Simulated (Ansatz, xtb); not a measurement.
# Two isomers of H4O3Si2

Structure a: `O=[Si](O)O[SiH3]`, a singlet. Structure b: `O=[SiH]O[SiH2]O`, a singlet. Both are isolated molecules in the gas phase, relaxed with r2SCAN-D4/def2-SVP; the shapes shown needn't be the lowest conformers.

a (Å):

```yaml
atoms:
  - { symbol: O, position_ang: [0.6480, 0.3173, 0.3681] }
  - { symbol: O, position_ang: [-1.8709, -0.9455, 0.1966] }
  - { symbol: O, position_ang: [-1.7164, 1.5639, -0.5508] }
  - { symbol: Si, position_ang: [-0.8415, 0.3112, 0.0361] }
  - { symbol: Si, position_ang: [-1.3470, 3.1594, -0.9636] }
  - { symbol: H, position_ang: [-2.7855, -0.7712, -0.0628] }
  - { symbol: H, position_ang: [-0.8427, 3.8838, 0.2348] }
  - { symbol: H, position_ang: [-0.3290, 3.1737, -2.0495] }
  - { symbol: H, position_ang: [-2.6160, 3.7709, -1.4390] }
```

b (Å):

```yaml
atoms:
  - { symbol: O, position_ang: [-1.8897, -0.6124, 0.2838] }
  - { symbol: O, position_ang: [0.2953, 0.4960, -0.8994] }
  - { symbol: O, position_ang: [0.5970, -2.0308, 0.2209] }
  - { symbol: Si, position_ang: [-1.2045, 0.8216, -0.1371] }
  - { symbol: Si, position_ang: [1.1090, -0.9002, -0.6912] }
  - { symbol: H, position_ang: [-0.8679, 1.7039, 1.0130] }
  - { symbol: H, position_ang: [-2.0690, 1.5130, -1.1206] }
  - { symbol: H, position_ang: [2.3532, -0.8762, -1.4831] }
  - { symbol: H, position_ang: [-1.2483, -1.3098, 0.5389] }
```

Energies in hartree; the thermal terms are from r2SCAN-D4/def2-SVP harmonic frequencies (ideal gas, rigid rotor, one conformer each, 298.15 K, 1 atm) and include the zero-point energy:

|  | a | b |
| --- | --- | --- |
| E, CCSD(T)/def2-SVP | −805.336759 | −805.344129 |
| E, MP2/def2-SVP | −805.289077 | −805.296616 |
| E, MP2/def2-TZVPP | −806.011950 | −806.018006 |
| zero-point energy | 0.048521 | 0.049366 |
| H(298 K) − E | 0.056759 | 0.056899 |
| G(298 K) − E | 0.015910 | 0.018360 |

Correct the CCSD(T) difference for the basis set by the MP2 change, then work out ΔE, ΔE₀, ΔH and ΔG for a → b in kcal/mol (1 Eh = 627.51 kcal/mol) and the equilibrium ratio [b]/[a].

1. Differences b − a: CCSD(T) −0.007370, MP2 in the small set −0.007539, MP2 in the large set −0.006056 Eh.
2. ΔE = −0.007370 + (−0.006056 − (−0.007539)) = −0.005887 Eh = −3.69 kcal/mol.
3. ΔE₀ = ΔE + ΔZPE = −0.005887 + (+0.000845) Eh = −3.16 kcal/mol.
4. ΔH = ΔE + (+0.000140) Eh = −3.61 kcal/mol.
5. ΔG = ΔE + (+0.002450) Eh = −2.16 kcal/mol, so ΔS = (ΔH − ΔG)/T = −20.3 J/(mol K).
6. kT = 0.9442 mEh, so K = [b]/[a] = exp(−ΔG/kT) = exp(+3.64) ≈ 38.

Structure b is favoured at this temperature. An error of 1 kcal/mol in ΔG would change K by a factor of 5.4. Mirror images and further conformers aren't counted.

As drawn, both hold the same kinds of bond in the same numbers.

Other levels gave ΔE = −5.0 (r2SCAN-D4/def2-SVP); −1.4 (HF/def2-SVP); −4.7 (MP2/def2-SVP); −4.6 (CCSD(T)/def2-SVP) kcal/mol. The correlated steps freeze 13 core orbitals. Programs: Ansatz 0.2.0.
